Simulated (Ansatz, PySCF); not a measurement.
Reaction (SMILES): CCO [ethanol] → [CH3] (CH3) + [CH2]O (the C-C bond at the site shown breaks; other sites are not compared here)
Each molecule is optimised on its own at B3LYP-D3(BJ)/def2-TZVP (Ansatz, a program for electronic structure), one conformer each, not searched for the lowest.

Quantity: bond dissociation energy (0 K, with B3LYP-D3(BJ) harmonic zero-point energies from PySCF), in eV. Cores are frozen in the correlated levels unless marked. Open shells are spin-unrestricted. No spin-orbit coupling. Non-relativistic. Basis-set limits of correlation are two-point, X^-3; Hartree-Fock from the larger set. The bracket is a focal-point correction in the basis named.

```csv
level,program,bond dissociation energy (eV)
RI-HF/cc-pVQZ,Ansatz,2.43
BLYP-D4/def2-TZVPD,Ansatz + dftd4,3.40
r2SCAN/def2-TZVPD,Ansatz,3.32
CAM-B3LYP-D3(BJ)/def2-TZVPD,Ansatz + dftd3,3.52
LC-wPBE-D3(BJ)/def2-TZVPD,Ansatz + dftd3,3.54
CCSD/aug-cc-pVDZ,Ansatz,3.51
"RI-MP2/CBS(aug-cc-pVTZ,aug-cc-pVQZ)+[CCSD(T)-MP2]/aug-cc-pVTZ",Ansatz,3.71
```
